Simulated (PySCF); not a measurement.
# Telling isomers of C7H15FSi apart by NMR

- NMR shieldings at PBE0/pcSseg-1/GIAO
- geometry from GFN2-xTB
- program: PySCF 2.14
- gas phase, rapidly exchanging positions averaged, one conformer, no relativistic terms

Referencing at the same level of theory: TMS for 1H (σref 31.72), 13C (σref 186.93). Splittings of carbon signals by F and P are missing where no couplings were computed. Where no couplings were computed, multiplicities follow the n + 1 count of equivalent neighbours, and m marks all less simple cases (inequivalent or close neighbours, rings, F or P nearby). Shifts are as computed. Against solution values, carbons near 30 ppm lie about +3 ppm off and those near 130 ppm about +5 ppm. Of 1309 compounds with measured shifts, 239 miss one by over three times the rms of a fit or turn the order of signals round; such compounds aren't used in these exercises.

(1) Tabulate the signals of `CCC/C(C)=C(/[SiH3])CF`, `CCC(=C[SiH2]CF)CC`, `C/C(=C(\[SiH3])CF)C(C)C` and their relative energies.

(2) What is the quickest way to tell CCC(=C[SiH2]CF)CC from C/C(=C(\[SiH3])CF)C(C)C?

(3) What is the quickest way to tell CCC/C(C)=C(/[SiH3])CF from C/C(=C(\[SiH3])CF)C(C)C?

(4) What is the quickest way to tell CCC/C(C)=C(/[SiH3])CF from CCC(=C[SiH2]CF)CC?

Results:

(1) 
```tsv
SMILES	carbon types	δC	δH	E rel. (kcal/mol)
CCC/C(C)=C(/[SiH3])CF	2×C 3×CH2 2×CH3	160.0, 130.4, 85.4, 41.8, 28.4, 28.0, 17.1	5.31 (m, 2H), 4.25 (s, 3H), 2.08 (t, 2H), 2.02 (s, 3H), 1.15 (m, 2H), 1.03 (m, 3H)	1.5
CCC(=C[SiH2]CF)CC	1×C 1×CH 3×CH2 2×CH3	181.6, 117.3, 78.3, 37.2, 34.1, 18.7, 16.9	5.74 (m, 1H), 5.04 (m, 2H), 4.46 (m, 2H), 2.19 (q, 2H), 2.14 (q, 2H), 1.15 (t, 3H), 1.13 (t, 3H)	0.0
C/C(=C(\[SiH3])CF)C(C)C	2×C 1×CH 1×CH2 3×CH3	178.5, 125.0, 85.1, 34.8, 22.3, 22.2	5.28 (m, 2H), 4.31 (s, 3H), 3.30 (sept, 1H), 1.89 (s, 3H), 1.05 (d, 6H)	2.4
```

Energies are electronic energies at PBE0/pcSseg-1 on these geometries, without zero-point or thermal terms, each for the one conformer computed, which needn't be the lowest.

(2) Count the carbon signals: 7 against 6. The first has an alkene CH at 117.3 ppm, the second an allylic sp3 CH at 34.8 ppm. Their most deshielded carbons lie at 181.6 and 178.5 ppm. In the proton spectra the most deshielded non-exchanging signals are 5.74 (m, 1H) and 5.28 (m, 2H).

(3) Count the carbon signals: 7 against 6. The first has an sp3 CH2 at 28.0 ppm, the second an allylic sp3 CH at 34.8 ppm. Their most deshielded carbons lie at 160.0 and 178.5 ppm.

(4) Both give the same number of carbon signals, but DEPT or the intensities differ. The first has a fully substituted alkene carbon (C) at 130.4 ppm, the second an alkene CH at 117.3 ppm. Their most deshielded carbons lie at 160.0 and 181.6 ppm. In the proton spectra the most deshielded non-exchanging signals are 5.31 (m, 2H) and 5.74 (m, 1H).
